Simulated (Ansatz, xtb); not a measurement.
## C4H2FO2−: which of two isomers lies lower

Structure X: `[O-]c1occc1F`, a singlet. Structure Y: `O=C([O-])C#CCF`, a singlet. Both are isolated ions in the gas phase, relaxed with PBE0-D3(BJ)/def2-SVPD.

Quicker runs give these differences E(Y) − E(X): GFN2-xTB +1.244 eV; HF/STO-3G +2.073 eV (at GFN2-xTB geometries); r2SCAN-D4/def2-SVPD +0.549 eV (at GFN2-xTB geometries).

**Question.** Estimate E(Y) − E(X) at the level CCSD(T)/def2-SVPD + ΔMP2/def2-TZVPPD.

**Answer.** Calculated at CCSD(T)/def2-SVPD + ΔMP2/def2-TZVPPD: E(Y) − E(X) = +0.153 eV, so structure X lies lower.

The same difference at several levels:

| level | geometry | E(Y) − E(X) (eV) | departure from the last row (eV) | job, with rough time for the two |
| --- | --- | --- | --- | --- |
| GFN2-xTB | GFN2-xTB | +1.244 | +1.091 | optimisation, 0.092 s |
| HF/STO-3G | GFN2-xTB | +2.073 | +1.921 | single point, 0.22 s |
| r2SCAN-D4/def2-SVPD | GFN2-xTB | +0.549 | +0.397 | single point, 3.5 s |
| PBE0-D3(BJ)/def2-SVPD | PBE0-D3(BJ)/def2-SVPD | +0.538 | +0.385 | optimisation, 61 s |
| HF/def2-SVPD | PBE0-D3(BJ)/def2-SVPD | −0.137 | −0.290 | part of the CCSD(T) run |
| MP2/def2-SVPD | PBE0-D3(BJ)/def2-SVPD | +0.079 | −0.073 | part of the CCSD(T) run |
| CCSD(T)/def2-SVPD | PBE0-D3(BJ)/def2-SVPD | +0.063 | −0.090 | single point |
| CCSD(T)/def2-SVPD + ΔMP2/def2-TZVPPD | PBE0-D3(BJ)/def2-SVPD | +0.153 |  | single point, 94 s |

As drawn, Y has 1 C=O, 2 C–C, 1 C≡C in place of 2 C∷O, 3 C∷C (∷ is an aromatic bond). Structure X has a 5-membered ring (with an aromatic ring), Y no ring.

HF/def2-SVPD puts the two in the other order. The largest departure from CCSD(T)/def2-SVPD + ΔMP2/def2-TZVPPD is that of HF/STO-3G, 1.921 eV. The last row adds to CCSD(T) the change of the MP2 difference between the two basis sets, here +0.090 eV.

With thermal terms from frequencies at re-optimised GFN2-xTB minima (ideal gas, soft modes damped towards free rotors, one conformer each, 298.15 K, 1 atm): on the last row, ΔE + ΔZPE = +0.093, ΔH = +0.144, ΔG = −0.005 eV. In free energy the two are nearly level.

The correlated steps freeze 7 core orbitals. Run with Ansatz 0.2.0, xtb 6.7.1; the last row on 4 threads of Arm Neoverse V2 on a shared host.
